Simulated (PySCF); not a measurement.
# Computed records: FH2Si

All values are calculated (PySCF 2.14.0). Calculation on a computer-drawn molecule: vertical ionisation energy to the stated ion spin, frozen-core CCSD(T) at the basis limit and cheaper methods, single-reference cases, UHF for radicals, no spin-orbit; all values are single points at the evaluated structure, the first of each entry, which is the reference or a displaced copy of it and isn't optimised; the reference structure only sets the zero of the energies above reference; triples share is (T) over the correlation energy.

Entry: FH2Si

Evaluated structure:
```xyz
4
FH2Si
F     -0.4447     1.0526     0.5070
Si     0.8312     0.9538     1.4519
H      1.2256    -0.2854     1.9057
H      1.8532     2.6949     1.5216
```

Reference structure:
```xyz
4
FH2Si
F     -0.4670     1.0251     0.6251
Si     0.8621     0.9942     1.4253
H      1.2307    -0.2919     1.9930
H      1.5801     2.2550     1.5114
```

Here we set charge 1, multiplicity 1, ion multiplicity 2, diffuse functions no, basis cc-pV(n+d)Z, reference is the Hartree-Fock double-zeta minimum, best is HF at quadruple zeta + MP2 correlation extrapolated from triple and quadruple zeta + CCSD(T) minus MP2 at triple zeta and basis step is the size of the change from the same recipe one zeta lower.

Drawn bonds:
```
atom  other atom  order
   1           2      1
   2           3      1
   2           4      1
```

To be estimated
1. What total energy CCSD(T) triple zeta does the calculation give for FH2Si?
2. What ion spin squared at triple zeta does the calculation give for FH2Si?
3. Estimate the total energy best of FH2Si.
4. FH2Si: ionisation energy Koopmans at triple zeta?

Calculated values
1. -389.6366 hartree
2. 0.7622
3. -389.7025 hartree
4. 19.2 eV

Further results for FH2Si:

| Item | Value |
| --- | --- |
| ionisation energy best | 19.43 eV |
| ionisation energy basis step | 0.03282 eV |
| energy above reference best | 38.4 kcal/mol |
| energy above reference basis step | 0.3852 kcal/mol |
| ionisation energy EOM CCSD at triple zeta | 19.4 eV |
| total energy HF triple zeta | -389.2508 hartree |
| T1 diagnostic at triple zeta | 0.01647 |
| D1 diagnostic at triple zeta | 0.04126 |
| ion T1 diagnostic at triple zeta | 0.02742 |
| ion D1 diagnostic at triple zeta | 0.09456 |
| triples share at triple zeta | 0.02979 |
| basis functions triple zeta | 97 |

Triple zeta:
```
 method  ionisation energy (eV)  energy above reference (kcal/mol)
     HF                   18.32                              45.17
    PBE                   18.89                              33.94
 r2SCAN                   18.95                              37.53
  B3LYP                   19.15                               37.5
  wB97X                   19.16                              40.06
    MP2                   19.04                              41.11
   CCSD                   19.32                              39.08
CCSD(T)                    19.3                              38.25
```
